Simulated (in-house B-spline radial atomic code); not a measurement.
I⁶⁺. Computed with a B-spline radial atomic code. Model: all-electron spherical atom, spin shells full or empty, radial basis limit, no spin-orbit coupling, Breit or QED, empty-state partial waves extrapolated as (l+1/2)^-4, RPA, G0W0 and static COHSEX of the highest shell as one setting changes (uncorrelated shells keep exact exchange).

In a row where one electron alone is correlated, RPA and GW hold only self-correlation.

Given: element I; charge 6; filled core Kr; hamiltonian one-electron scalar X2C; mean-field start LDA VWN5; highest l of empty states 9; nuclear rms radius 4.75 fm; highest mean-field shell 5s up.

Shell: 4d 5 5, 5s 1 0 (electrons up and down).

| lowest nl shells left uncorrelated | RPA correlation energy (hartree) | G0W0 level (eV) | G0W0 minus most complete (meV) | COHSEX level (eV) |
| --- | --- | --- | --- | --- |
| 0 | -3.8027 | -88.611 | 0 | -90.469 |
| 1 | -3.6234 | -88.61 | 0.3 | -90.468 |
| 2 | -3.4272 | -88.615 | -3.9 | -90.479 |
| 3 | -2.865 | -88.61 | 0.7 | -90.467 |
| 4 | ? | ? | ? | ? |
| 5 | -2.1409 | -88.617 | -6.9 | -90.498 |
| 6 | -1.278 | -88.529 | 82.1 | -90.364 |
| 7 | -1.116 | -88.618 | -7.8 | -90.526 |
| 8 | ? | ? | ? | ? |
| 9 | -0.021516 | -87.117 | 1494.1 | -88.279 |

(1) What follows for lowest nl shells left uncorrelated = 8?

(2) What follows for lowest nl shells left uncorrelated = 4?

Answers

(1) RPA correlation energy -0.66266 hartree; G0W0 level -88.494 eV; G0W0 minus most complete 116.6 meV; COHSEX level -90.321 eV.

(2) RPA correlation energy -2.6825 hartree; G0W0 level -88.631 eV; G0W0 minus most complete -20.3 meV; COHSEX level -90.511 eV.
